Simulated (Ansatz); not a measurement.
System: H4SiO2, charge 0, singlet. H4SiO2 (dihydroxysilane, SMILES O[SiH2]O).
B3LYP-D3(BJ)/def2-TZVP minimum from Ansatz (a quantum-chemistry and plane-wave program):
```xyz
7

Si    -0.2781    -0.3694     0.0021
O      1.3500    -0.4628     0.2308
O     -0.8194     1.1677    -0.2349
H     -0.8421    -0.9584     1.2321
H     -0.6950    -1.0834    -1.2203
H      1.9281    -0.2213    -0.4975
H     -0.7431     1.7954     0.4884
```
Charge 0, spin multiplicity 1.

Property: atomisation energy (electronic, to ground-state atoms), in kcal/mol. Radicals and triplets start from unrestricted determinants; spin-orbit coupling is neglected. CBS(X,Y): correlation extrapolated as X^-3, Hartree-Fock from the larger set. A bracket is a step between two methods taken in the basis named. The functionals are non-relativistic, so their misses hold any scalar relativity. Double hybrids freeze cores in their MP2 part. '+ core + X2C': CCSD(T) terms for core correlation (cc-pwCVTZ, 1s frozen past Ne) and scalar relativity (cc-pVTZ-DK). For partners of very few electrons the exact lower level stands in for a higher one.

CCSD(T)/CBS(cc-pV(T+d)Z,cc-pV(Q+d)Z) + [CCSDT(Q) - CCSD(T)]/cc-pV(D+d)Z + core + X2C (Ansatz) gives 610.2 kcal/mol.

Question: What does PBE/def2-TZVPD (Ansatz) give here, and how do the other levels compare?

Answer: PBE gives 602.5 kcal/mol, 7.7 kcal/mol below it. Differences of the others: B3LYP/def2-TZVPD (Ansatz) -12.8; PBE0/def2-TZVPD (Ansatz) -19.5; wB97M-V/def2-TZVPD (Ansatz) -5.0; B2PLYP/def2-TZVPD (Ansatz) -14.0; CCSD(T)/CBS(cc-pV(T+d)Z,cc-pV(Q+d)Z) + core + X2C (Ansatz) -0.6 kcal/mol. Nearer than PBE: wB97M-V/def2-TZVPD, CCSD(T)/CBS(cc-pV(T+d)Z,cc-pV(Q+d)Z) + core + X2C.
